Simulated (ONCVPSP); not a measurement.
## Configuration tests for beryllium (ONCV)

```json
{"Element": "beryllium (Be)", "Generator": "ONCVPSP 4.0.1", "Type": "optimised norm-conserving Vanderbilt (ONCV)", "Functional": "PBE", "Relativity": "scalar-relativistic", "Frozen core": "none", "Valence charge": "4", "Reference configuration": "1s2 2s2", "Partial waves": "1s+2s: rc 0.90 bohr, ncon 5, nbas 9, qcut 12.6 1/bohr, 2 projectors; p scattering state at 0.1 Ha: rc 0.75 bohr, ncon 3, nbas 6, qcut 11 1/bohr, 2 projectors, debl 3.3 Ha; d scattering state at 0.45 Ha: rc 0.95 bohr, ncon 4, nbas 7, qcut 9.9 1/bohr, 3 projectors, debl 1 Ha", "Local potential": "polynomial inside 0.55 bohr (lpopt 5, dvloc0 6 Ha)", "Core correction": "none"}
```

Energies are relative to the spin-unpolarised reference configuration 1s2 2s2; without spin polarisation the order of configurations can differ from experiment.

```json
{"valence configuration": "1s2 2s1", "charge": "+1", "ΔE all-electron (eV)": "9.551", "error AE − PS (meV)": "+0.6"}
{"valence configuration": "1s2 2s0", "charge": "+2", "ΔE all-electron (eV)": "27.498", "error AE − PS (meV)": "+4.6"}
{"valence configuration": "1s2 2s1.5", "charge": "+0.5", "ΔE all-electron (eV)": "3.761", "error AE − PS (meV)": "+0.1"}
{"valence configuration": "1s1 2s2", "charge": "+1", "ΔE all-electron (eV)": "128.281", "error AE − PS (meV)": "+1423"}
```

Levels in the configuration 1s2 2s0:

```tsv
level	all-electron (eV)	pseudo (eV)
1s	-132.283	-132.138
```

Note: no bound ghost flagged; GHOST(+) flagged for d at 33.2 eV.
